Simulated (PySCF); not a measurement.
# Si3H8O2

Si3H8O2 is a small molecule, neutral, singlet. The structure, one conformer, was relaxed in the gas phase by PBE0-D3(BJ)/def2-SVP. No frequency run checks that it is a minimum.

SMILES: O[SiH2]O[SiH2][SiH3]

```tsv
atom	x (Å)	y (Å)	z (Å)
O1	0.586	-0.016	1.725
Si2	-0.928	-0.703	1.669
O3	-1.406	-0.540	0.105
Si4	-0.743	-0.237	-1.400
Si5	1.287	0.935	-1.236
H6	1.055	0.058	2.560
H7	-0.872	-2.147	2.041
H8	-1.888	0.012	2.556
H9	-1.738	0.557	-2.182
H10	-0.527	-1.536	-2.112
H11	1.145	2.142	-0.368
H12	1.651	1.395	-2.616
H13	2.389	0.062	-0.735
```

Shieldings: GIAO PBE0/pcSseg-1. Shifts are against computed references at the same level: H TMS (σ 31.27 ppm), Si TMS (σ 352.0 ppm). Core levels by delta-SCF with SCAN, pcX-2 on the ionised atom and pcseg-1 elsewhere, spin-free X2C (2p3/2 is the spin-free 2p value less a third of a first-order spin-orbit splitting); from the vacuum level, for chosen atoms.

(1) Give the NMR and core-level values of the distinct atoms.

(2) Which of Si2, Si4, Si5 holds its core electrons tightest, and by how much against the loosest?

(3) By CAM-B3LYP/def2-SVPD (TDDFT singlets, Tamm-Dancoff triplets, ionisation by delta-SCF), where does absorption start, and what does vertical ionisation take?

## Answers

(1) 
```
      atoms         bonded to  σ (ppm)  δ (ppm)  core level (eV)
         O1        1 Si + 1 H    294.3        -        1s 538.82
        Si2         2 O + 2 H    380.4    -28.4     2p3/2 108.01
         O3              2 Si    304.9        -        1s 537.83
        Si4  1 O + 1 Si + 2 H    373.8    -21.8     2p3/2 107.09
        Si5        1 Si + 3 H    455.3   -103.3     2p3/2 106.28
         H6               1 O    30.35     0.92                -
         H7              1 Si    26.12     5.15                -
         H8              1 Si    26.16     5.11                -
         H9              1 Si    25.83     5.43                -
        H10              1 Si    25.74     5.53                -
H11 H12 H13              1 Si    27.72     3.54                -
```

Values are those of this one static structure, with the three H of a rotating XH3 group averaged; atoms that internal rotation interchanges would show their mean in an NMR spectrum.

(2) Si2 (bonded to 2 O + 2 H), by 1.73 eV over Si5 (bonded to 1 Si + 3 H).

(3) The lowest singlet lies at 6.58 eV (f 0.017), the strongest of the first 6 at 7.74 eV (f 0.155), the lowest triplet at 5.91 eV; vertical ionisation takes 9.95 eV.
